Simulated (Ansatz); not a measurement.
Species: sum formula AlH$_{2}$Cl, net charge 0, singlet state. 
Structure (B3LYP-D3(BJ)/def2-TZVP (Ansatz, a first-principles code) minimum search):
SMILES: [AlH2][Cl]
```xyz
4

Al    -1.0716     0.0611     0.0164
Cl     1.0308    -0.0588    -0.0157
H     -1.7170     1.4915     0.0236
H     -1.8753    -1.2866     0.0312
```

Wanted: vertical electron affinity (to the doublet state of charge -1; a negative value means that the extra electron is unbound and the number depends on the basis; each state is the SCF solution reached for its spin; for the doublet T1 is 0.048), in eV. Cores are frozen in the correlated levels unless marked. UHF or UKS for open shells. Spin-orbit coupling is left out. No relativistic terms. Anions need diffuse functions: aug- sets have them; def2-D sets add few. Basis-set limits of correlation are two-point, X^-3; Hartree-Fock from the larger set.

```csv
level,program,vertical electron affinity (eV)
HF/def2-SVPD,Ansatz,-0.67
```

Q: Estimate the value at CCSD(T)/CBS(aug-cc-pV(T+d)Z,aug-cc-pV(Q+d)Z) as computed with Ansatz.

A: 0.11 eV, so HF/def2-SVPD differs from it by -0.78 eV.
